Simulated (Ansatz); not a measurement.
Worked example: C3H9GeN → C3H6N + GeH3

Gas-phase species: C3H9GeN `C=CC[NH][GeH3]`, singlet; C3H6N `C=CC[NH]`, doublet; GeH3 `[GeH3]`, doublet. 

Shapes, held fixed at every level: PBE0-D4/def2-TZVP. Flexible molecules stand in one conformer, not always the lowest. Programs: Ansatz 0.2.0. The zero-point and thermal change to 298 K, harmonic and unscaled (PBE0-D4/def2-TZVP), is -17.2 kJ/mol.

At CCSD(T)/def2-TZVPP; 1 Eh = 2625.50 kJ/mol:

| species | energy (Eh) |
| --- | --- |
| C3H9GeN | -2249.757487 |
| C3H6N | -172.280724 |
| GeH3 | -2077.343756 |

Problem. Work out ΔH(298 K) of the reaction at this level.

Solution. 
1. Products less reactants: (-172.280724) + (-2077.343756) − [(-2249.757487)] = 0.133007 Eh = +349.2 kJ/mol.
2. With the thermal change: +349.2 + (-17.2) = +332.0 kJ/mol.

Other levels give +208.9 (HF/def2-TZVPP) to +380.7 kJ/mol (SPW92/def2-TZVPP). No measured value is set beside it here. Open shells run unrestricted. Relativity is left out for Ge. Outer-core shells of Ge are correlated, in sets that cover them unevenly. The median of the other correlated levels is +310.4 kJ/mol.
